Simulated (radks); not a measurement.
Q: W, 74 electrons, occupied as [Xe] 4f14 5d4 6s2. All-electron calculation, Dirac Kohn-Sham, PBE, spin-unpolarised, spherical densities, point nucleus; open shells fill j = l - 1/2 first. Program: a radial shooting solver on a logarithmic mesh with Libxc functionals.

Spin-orbit splittings of the eigenvalues, e(l+1/2) - e(l-1/2), with zeta = 2 splitting/(2l+1) and mean radii in bohr:

shell  occ.  splitting (eV)  zeta (eV)  <r> j=l-1/2  <r> j=l+1/2
2p        6            1353      901.9      0.06365      0.07161
3p        6           292.5      195.0       0.1906       0.2053
3d       10           63.61      25.44       0.1797       0.1842
4p        6               ?          ?       0.4546       0.4878
4d       10           12.49      4.996       0.5048       0.5162
4f       14           2.237     0.6390       0.6032       0.6130
5p        6           9.786      6.524        1.179        1.284
5d        4          0.7111     0.2844        2.042        2.146
6p        0          0.4638     0.3092        4.496        5.062

Estimate the 4p splitting.

A: 67.79 eV (zeta = 45.20 eV).
